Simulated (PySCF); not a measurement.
**H2 at RHF-CCSD(T)**

Level: RHF-CCSD(T). basis H def2-TZVPPD; no relativity; PySCF 2.14.

```json
{"state": "singlet, closed shell", "bond length": "0.743 Å", "harmonic wavenumber": "4404 cm⁻¹", "force constant": "5.76 mdyn/Å", "rotational constant Be": "60.62 cm⁻¹", "anharmonicity ωexe": "124 cm⁻¹", "vibration–rotation constant αe": "3.07 cm⁻¹", "well depth De to H + H": "4.70 eV", "dissociation energy D0": "4.43 eV"}
```

Correlated steps freeze no core orbitals. Where the molecule has an RHF reference, its open-shell atoms are computed with UHF.
